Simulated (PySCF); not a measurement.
A structure optimised at PBE0-D3(BJ)/def2-SVP, used in a PySCF frequency run:

```
O
C 1 1.3999
H 2 1.1006 1 108.92
H 2 1.1017 3 108.83 1 -119.45
H 2 1.1026 3 109.23 4 -119.11
W 1 1.8552 2 140.68 3 142.42
N 6 1.7357 1 106.72 2 -10.34
H 7 1.0157 6 156.76 1 118.90
F 6 1.8740 7 108.69 8 -118.13
S 6 2.1408 7 107.93 8 2.18
```
Charge 0, spin multiplicity 1.

### Question
Write its SMILES and formula.

### Answer
C[O][W](=[NH])([F])=[S], CH₄FNOSW

### Question
What are its rotational constants (standard atomic weights)?

### Answer
2.3511, 1.5896, 1.2870 GHz
